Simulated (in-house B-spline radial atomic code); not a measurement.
Results of a calculation; reference values are marked as such.
## Building a PAW p channel for B, r_c = 2.41 bohr

B, [He] 2s2 2p1, non-relativistic PBE, spherical and spin-unpolarised, from an all-electron radial atomic-structure program (B-spline basis) (atomic units; all potentials screened as in the neutral atom).

Two all-electron partial waves φ1, φ2 are integrated outwards at E1 = ε(2p) = -0.132618 and E2 = E1 + 1 hartree; φ1 is the bound orbital and φ2 has unit norm inside r_c = 2.4102 bohr. Smooth partners are polynomials, r^2(a0 + a1 r² + a2 r⁴ + a3 r⁶), matched to φ and three derivatives at r_c, with no condition on the norm. The local potential is -2.00238 + (0.725325) r² + (-0.118676) r⁴ + (0.00739433) r⁶ inside 1.9818 bohr and the all-electron one outside.

```
wave     φ(r_c)     φ'(r_c)          a0          a1          a2             a3
   1  0.5441829  -0.1569692   0.4639201  -0.1258855  0.01416711  -0.0005970398
   2  0.8700416    1.041499  -0.6623238   0.3363687  -0.0455768     0.00202065
```

Inside r_c the overlaps are <φi φj> = [[0.61846, -0.35167], [-0.35167, 1.00000]] and, for the smooth waves, [[0.44543, 0.03216], [0.03216, 0.28432]]. With χj = (Ej − T − V_local) applied to smooth wave j, the program's quadrature gives the matrix B_ij = <smooth i, χj> as [[-0.08882, 0.38316], [-0.00066, -0.06783]].

(1) Check the match of the first wave, and find the augmentation charges q_ij.

(2) B isn't symmetric. Show that D_ij = B_ij + Ej q_ij is.

Solving (T + V_local + Σ p D p) ψ = E (1 + Σ p q p) ψ in a sphere of 9 bohr, whose wall lifts the free-atom level a little, gives these levels:

| all-electron | one projector | two projectors |
| --- | --- | --- |
| -0.132256 | -0.132256 | -0.132256 |
| 0.098699 | 0.102052 | 0.098742 |
| 0.388997 | 0.410512 | 0.389125 |
| 0.812557 | 0.879064 | 0.812564 |
| 1.365630 | 1.499140 | 1.366810 |

(3) What does the second projector gain?

Answers

(1) At r_c the four terms are 2.69494, -4.24803, 2.77715, -0.67987, which sum to 0.5442, φ1(r_c) to rounding. q_ij is the all-electron overlap less the smooth one: [[0.17302, -0.38383], [-0.38383, 0.71568]]. The smooth first wave has a norm of 0.4454 inside r_c against 0.6185, and q11 > 0 puts back the missing charge.

(2) Integrating by parts gives B12 − B21 = (E1 − E2) q12: 0.38316 − (-0.00066) = 0.38383, and −1 × (-0.38383) = 0.38383. So D12 = 0.38316 + (0.867382)(-0.38383) = 0.05024 and D21 = -0.00066 + (-0.132618)(-0.38383) = 0.05024; D11 = -0.11177, D22 = 0.55294. The projectors, p = (B⁻¹)ᵀ χ, are dual to the smooth waves; det B = 0.0063.

(3) With one projector the errors are 0.00, +3.35, +21.52, +66.51, +133.51 millihartree. With two the errors are 0.00, +0.04, +0.13, +0.01, +1.18 millihartree. The scattering is exact at E1 and at E2 = 0.867, and over all levels compared the largest error is 1.2 millihartree. The lowest eigenvalue of the overlap operator is 1 with one and 0.8915 with two projectors. The smooth orbital alone needs a cutoff of 4.03 hartree for 1 millihartree of kinetic energy, against 8.99 for a norm-conserving Troullier-Martins orbital of the same radius; part of the gain comes from giving up the norm, part from the simpler form.
